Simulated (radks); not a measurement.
Problem. A nucleus of charge 5.25 with 5 electrons, configuration [He] 2s2 2p1. Method: non-relativistic Kohn-Sham, PBE, spin-polarised, spherical densities, point nucleus; open shells are filled with parallel spins first; computed with a radial shooting solver on a logarithmic mesh with Libxc functionals. Some entries of the table are withheld. Estimate them.

orbital,occ.,eigenvalue (eV),r(max) (bohr)
1s up,1,(1),0.2001
1s down,1,(2),0.2000
2s up,1,-13.3711,(3)
2s down,1,-12.0145,(4)
2p up,1,-6.7627,1.418
2p down,0,-5.5255,1.437

Solution. 
(1) 1s up eigenvalue (eV): -204.8603
(2) 1s down eigenvalue (eV): -204.5069
(3) 2s up r(max) (bohr): 1.411
(4) 2s down r(max) (bohr): 1.418
